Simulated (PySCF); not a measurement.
Nb(F)4(SH) (F4HNbS), SMILES [F][Nb]([F])([F])([F])[SH], multiplicity 1.

The structure is a stationary point at PBE-D3(BJ)/def2-SVP. The spin state was assumed, not searched. The structure was generated by enumeration; whether it is a known compound was not checked. The def2 effective core potentials stand for the cores of Nb; spin–orbit coupling is left out. Other conformers were not sampled.

All values below come from TDDFT-ωB97X/def2-SVPD (PySCF).

Vertical excitations. The molecule is in vacuum. State labels are in the subgroup Cs.

Computed lowest excited states:
```json
[
 {"state": "S1", "symmetry": "A\"", "energy (eV)": "3.82", "λ (nm)": "324", "f": "0.000", "main pairs": "HOMO→LUMO 99 %"},
 {"state": "S2", "symmetry": "A'", "energy (eV)": "4.57", "λ (nm)": "271", "f": "0.001", "main pairs": "HOMO→LUMO+1 94 %"},
 {"state": "S3", "symmetry": "A\"", "energy (eV)": "4.71", "λ (nm)": "263", "f": "0.002", "main pairs": "HOMO→LUMO+2 98 %"},
 {"state": "S4", "symmetry": "A'", "energy (eV)": "4.80", "λ (nm)": "258", "f": "0.006", "main pairs": "HOMO−1→LUMO 87 %"},
 {"state": "S5", "symmetry": "A'", "energy (eV)": "5.14", "λ (nm)": "241", "f": "0.016", "main pairs": "HOMO→LUMO+3 71 %, HOMO−1→LUMO+2 24 %"},
 {"state": "S6", "symmetry": "A\"", "energy (eV)": "5.40", "λ (nm)": "230", "f": "0.000", "main pairs": "HOMO−1→LUMO+1 96 %"},
 {"state": "S7", "symmetry": "A\"", "energy (eV)": "5.76", "λ (nm)": "215", "f": "0.001", "main pairs": "HOMO−1→LUMO+3 96 %"},
 {"state": "S8", "symmetry": "A'", "energy (eV)": "6.86", "λ (nm)": "181", "f": "0.152", "main pairs": "HOMO−2→LUMO 35 %, HOMO−1→LUMO+2 35 %, HOMO−4→LUMO 8 %, HOMO→LUMO+3 8 %"},
 {"state": "S9", "symmetry": "A\"", "energy (eV)": "6.92", "λ (nm)": "179", "f": "0.002", "main pairs": "HOMO−3→LUMO 95 %"},
 {"state": "S10", "symmetry": "A'", "energy (eV)": "6.98", "λ (nm)": "178", "f": "0.050", "main pairs": "HOMO−4→LUMO 80 %, HOMO−1→LUMO+2 12 %"},
 {"state": "T1", "symmetry": "A\"", "energy (eV)": "3.75", "λ (nm)": "331", "f": "0", "main pairs": "HOMO→LUMO 99 %"},
 {"state": "T2", "symmetry": "A'", "energy (eV)": "4.36", "λ (nm)": "284", "f": "0", "main pairs": "HOMO→LUMO+3 79 %, HOMO−1→LUMO 16 %"},
 {"state": "T3", "symmetry": "A\"", "energy (eV)": "4.41", "λ (nm)": "281", "f": "0", "main pairs": "HOMO→LUMO+2 97 %"},
 {"state": "T4", "symmetry": "A'", "energy (eV)": "4.43", "λ (nm)": "280", "f": "0", "main pairs": "HOMO−1→LUMO 69 %, HOMO→LUMO+3 19 %"}
]
```
Triplets are in the Tamm–Dancoff approximation, which puts them higher than full response would, so one can lie above its singlet here.
